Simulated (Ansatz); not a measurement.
Species: sum formula Si2H2F3, charge 0, multiplicity 2. It need not be the lowest isomer of its formula. 
Geometry from a B3LYP-D3(BJ)/def2-TZVP (Ansatz, an electronic-structure program) optimisation:
SMILES: F[SiH][SiH](F)F
```xyz
7

F      2.0626    -1.3020    -0.0588
Si     1.4267     0.1682     0.1455
Si    -0.8792     0.0955    -0.3265
F     -1.4108     1.5967    -0.1935
F     -1.5985    -0.7789     0.7980
H      2.1771     1.0969    -0.7435
H     -1.3235    -0.4297    -1.6333
```
Charge 0, spin multiplicity 2.

Basis-set convergence of Hartree-Fock and CCSD(T) correlation energies (hartree) with Ansatz. Correlated levels leave the core frozen unless marked. UHF or UKS for open shells. No spin-orbit coupling. Non-relativistic.

```json
[
 {"basis": "cc-pV(D+d)Z", "functions": "98", "E(HF)": "-877.50076", "E(corr, CCSD(T))": "-0.76912"},
 {"basis": "cc-pV(T+d)Z", "functions": "196", "E(HF)": "-877.65452", "E(corr, CCSD(T))": "-1.01428"},
 {"basis": "cc-pV(Q+d)Z", "functions": "353", "E(HF)": "-877.69188", "E(corr, CCSD(T))": "-1.10203"}
]
```

Extrapolating the two largest sets (X = 3 and 4) as X^-3: E(corr) = (64·(-1.10203) - 27·(-1.01428))/37 = -1.1661 Eh, an estimate of the basis-set limit. The largest set recovers 94.5 % of it, the smallest 66.0 %.
